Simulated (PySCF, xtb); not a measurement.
BaF₂, SMILES [Ba]([F])[F].

xtb with GFN2-xTB at its own geometry gives an orbital gap of 1.34 eV and a dipole moment of 7.02 D.

The structure is a stationary point at PBE0-D3(BJ)/def2-TZVP. The isomer is the one that the SMILES or the coordinates give; other isomers of the formula were not compared. The def2 effective core potentials stand for the cores of Ba; spin–orbit coupling is left out.

Question: What does CAM-B3LYP/def2-TZVPD run with PySCF give? (An estimate is asked for; the answer gives what the named calculation found.)

Answer: gap 8.80 eV (levels -9.75 and -0.95 eV), dipole 6.90 D.
